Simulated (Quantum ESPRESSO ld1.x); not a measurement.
Task: Ni+, 27 electrons, occupied as [Ar] 3d8 4p1 (not the ground configuration). Method: scalar-relativistic Kohn-Sham, LDA (Slater exchange, Perdew-Zunger correlation), spin-unpolarised, spherical densities, point nucleus; computed with ld1.x of Quantum ESPRESSO 7.5. Some entries of the table are withheld. Estimate them.

orbital  occ.  eigenvalue (eV)  <r> (bohr)
1s          2        -8206.014     0.05417
2s          2         -990.430      0.2454
2p          6         -854.776      0.2155
3s          2         -121.326      0.7419
3p          6              (1)      0.7797
3d          8              (2)      0.9837
4p          1           -8.662       3.165

Result: 
(1) 3p eigenvalue (eV): -82.095
(2) 3d eigenvalue (eV): -19.836
